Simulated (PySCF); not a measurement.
Precursor series Y Cl-NH2. All species are isolated molecules in the gas phase. One relaxed conformer stands for each flexible species; it need not be the lowest.

The LUMO from two functionals at the same geometries (PBE-D3(BJ)/def2-SVP), both in PySCF: PBE-D3(BJ)/def2-TZVP and TPSSh-D3(BJ)/def2-TZVP. 

| species | TPSSh-D3(BJ)/def2-TZVP (eV) |
|---|---|
| 0 of 3 Cl replaced by NH2 ([Y(Cl)3]) | -3.17 |
| 1 of 3 Cl replaced by NH2 | -2.49 |
| 2 of 3 Cl replaced by NH2 | -1.88 |
| 3 of 3 Cl replaced by NH2 ([Y(NH2)3]) | -1.33 |

### Question
What does PBE-D3(BJ)/def2-TZVP give for each?

### Answer

- 0 of 3 Cl replaced by NH2 ([Y(Cl)3]): -3.69
- 1 of 3 Cl replaced by NH2: -3.02
- 2 of 3 Cl replaced by NH2: -2.40
- 3 of 3 Cl replaced by NH2 ([Y(NH2)3]): -1.84
Over these rows, drawn at random from the members with no instability flagged (it was tested for open shells, ions and some series alone), PBE minus TPSSh-D3(BJ): mean -0.52 eV, from -0.53 eV to -0.51 eV.
